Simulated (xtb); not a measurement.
BeHCl, SMILES [BeH][Cl]. All values are semi-empirical tight-binding results from xtb (GFN2-xTB unless named), good for trends rather than for accurate numbers. The structure is a stationary point at GFN2-xTB.

Optimised geometry:

```xyz
3

Be     0.0000     0.0000    -1.2994
H      0.0000     0.0000    -2.5661
Cl     0.0000     0.0000     0.4567
```
Charge 0, spin multiplicity 1.

For metal compounds this method's bond lengths and energies can be far off.

```
Property                                      Result
-------------------------------------  -------------
point group as xtb finds it                      C∞v
orbital gap                                  6.44 eV
zero-point energy                       5.2 kcal/mol
G − E(el) at 298.15 K (modified RRHO)  -8.2 kcal/mol
```

Task: Give the atomic charges and the Wiberg bond orders between heavy atoms. (An estimate is asked for; the answer gives what the named calculation found.)

Result: charges (e) Be1 0.55, H2 -0.17, Cl3 -0.39. Bond orders Be1–Cl3 1.09.
